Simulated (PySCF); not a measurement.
Computed shifts of a molecule CH₅FO₂Si₂, B3LYP/pcSseg-1 run with PySCF, GIAO, gas phase, atoms alike by connectivity averaged where their shifts nearly agree, in ppm (number of nuclei): ¹⁹F: -138.1 (1). ²⁹Si: -12.5 (1), -44.0 (1). ¹³C: 56.9 (1). ¹H: 5.22 (2), 4.77 (1), 4.23 (1), 4.15 (1). References: ¹⁹F against CFCl3 (σ = 161.7 ppm); ²⁹Si against TMS (σ = 338.7 ppm); ¹⁷O against H2O (σ = 333.8 ppm); ¹³C against TMS (σ = 181.3 ppm); ¹H against TMS (σ = 31.68 ppm), references at their B3LYP-D3(BJ)/def2-TZVP geometries, non-relativistic. The structure is a stationary point at B3LYP-D3(BJ)/def2-SVP. The values are those of a single conformer.

**Question.** Identify the compound among the candidates.
A) F[Si@H]1OC[SiH2]O1
B) O[Si@@H]1CO[Si@@H]1F
C) O=CO[SiH2][SiH2]F
D) O=C[Si@@H](F)[SiH2]O

**Answer.** A, F[Si@H]1OC[SiH2]O1
